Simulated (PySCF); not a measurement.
**Mo(OH)₃ → H₃MoO + O₂**

Level: PBE0 in the def2-TZVP basis family, computed in PySCF with density fitting; scalar-relativistic core potentials for atoms from Rb on, none lighter, no spin–orbit coupling; open shells unrestricted.

| species | state and structure | E (Eh) | ZPE (kJ/mol) | H(298 K) − H(0) (kJ/mol) | S° (J/(mol K)) |
| --- | --- | --- | --- | --- | --- |
| Mo(OH)₃ | quartet, C3v, Mo–O 1.893 Å (×3), O–H 0.962 Å (×3); H–O–Mo 122.4° (×3), O–Mo–O 119.9° (×3) | -295.61266 | 104.2 | 18.9 | 331.9 |
| H₃MoO | doublet, C1, Mo–H 1.673 Å, Mo–H 1.710 Å, Mo–H 1.735 Å, Mo–O 1.645 Å; H–Mo–H 83.7°, H–Mo–H 106.8°, H–Mo–H 126.2°, H–Mo–O 97.8°, H–Mo–O 113.1°, H–Mo–O 117.1° | -145.12935 | 56.0 | 13.8 | 285.1 |
| O₂ | triplet, D∞h, O–O 1.193 Å | -150.23561 | 10.3 | 8.7 | 204.9 |

Question: What is the electronic reaction energy?

Answer: At PBE0/def2-TZVP, ΔE = 650.3 kJ/mol from the differences of the total energies times 2625.5, uphill. 

Question: Add zero-point, thermal and entropy terms for 298.15 K and 1 bar.

Answer: ΔZPE = -37.9 and Δ[H(298) − H(0)] = 3.6 kJ/mol give ΔH° = 616.0 kJ/mol. ΔS° = 158.1 J/(mol K), so ΔG° = 616.0 − 298.15 × (0.1581) = 569 kJ/mol.

Open d or f shells are single determinants, so the state found may not be the ground state. The structures come from searches over a few start shapes, so lower isomers are not excluded.
